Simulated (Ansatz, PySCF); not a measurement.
Reaction (SMILES): [C-]#[N+][CH2-] -> [CH2-]C#N
Geometries: B3LYP-D3(BJ)/def2-TZVP minima from Ansatz (a program for electronic structure).

Quantity: isomerisation energy (electronic energy difference), in kcal/mol. Valence correlation only, unless marked. Spin-orbit coupling is left out. No relativistic terms. Anions need diffuse functions: aug- sets have them; def2-D sets add few; the other sets have none. CBS(X,Y): correlation extrapolated as X^-3; Hartree-Fock from the larger set. [CCSD(T)-MP2]/basis is that difference in the basis named.

```json
[
 {"level": "SVWN5/def2-TZVPD", "program": "Ansatz", "isomerisation energy (kcal/mol)": "-32.5"},
 {"level": "revPBE-D4/def2-TZVPD", "program": "Ansatz + dftd4", "isomerisation energy (kcal/mol)": "-31.8"},
 {"level": "revPBE/def2-TZVPD", "program": "Ansatz", "isomerisation energy (kcal/mol)": "-32.3"},
 {"level": "PBE0/STO-3G", "program": "Ansatz", "isomerisation energy (kcal/mol)": "-40.2"},
 {"level": "PBE0/def2-TZVP", "program": "Ansatz", "isomerisation energy (kcal/mol)": "-33.7"},
 {"level": "BHLYP-D3(BJ)/def2-TZVPD", "program": "Ansatz + dftd3", "isomerisation energy (kcal/mol)": "…"},
 {"level": "TPSSh/def2-TZVPD", "program": "PySCF", "isomerisation energy (kcal/mol)": "…"},
 {"level": "r2SCAN0-D4/def2-TZVPD", "program": "Ansatz + dftd4", "isomerisation energy (kcal/mol)": "-34.3"},
 {"level": "CAM-B3LYP-D4/def2-TZVPD", "program": "Ansatz + dftd4", "isomerisation energy (kcal/mol)": "-33.2"},
 {"level": "LC-wPBE/def2-TZVPD", "program": "Ansatz", "isomerisation energy (kcal/mol)": "…"},
 {"level": "SCS-MP2/STO-3G", "program": "Ansatz", "isomerisation energy (kcal/mol)": "-36.7"},
 {"level": "SCS-MP2/6-31G", "program": "Ansatz", "isomerisation energy (kcal/mol)": "-39.4"},
 {"level": "SCS-MP2/6-31G*", "program": "Ansatz", "isomerisation energy (kcal/mol)": "-35.9"},
 {"level": "SCS-MP2/cc-pVTZ", "program": "Ansatz", "isomerisation energy (kcal/mol)": "-33.3"},
 {"level": "SCS-MP2/cc-pVQZ", "program": "Ansatz", "isomerisation energy (kcal/mol)": "-33.9"},
 {"level": "CCSD/6-31G*", "program": "Ansatz", "isomerisation energy (kcal/mol)": "-35.3"},
 {"level": "RI-MP2/CBS(aug-cc-pVTZ,aug-cc-pVQZ)+[CCSD(T)-MP2]/aug-cc-pVTZ", "program": "Ansatz", "isomerisation energy (kcal/mol)": "…"}
]
```

Question: Some entries are withheld; supply them.

Answer: 
- BHLYP-D3(BJ)/def2-TZVPD, isomerisation energy (kcal/mol): -33.8
- TPSSh/def2-TZVPD, isomerisation energy (kcal/mol): -32.0
- LC-wPBE/def2-TZVPD, isomerisation energy (kcal/mol): -34.8
- RI-MP2/CBS(aug-cc-pVTZ,aug-cc-pVQZ)+[CCSD(T)-MP2]/aug-cc-pVTZ, isomerisation energy (kcal/mol): -33.1
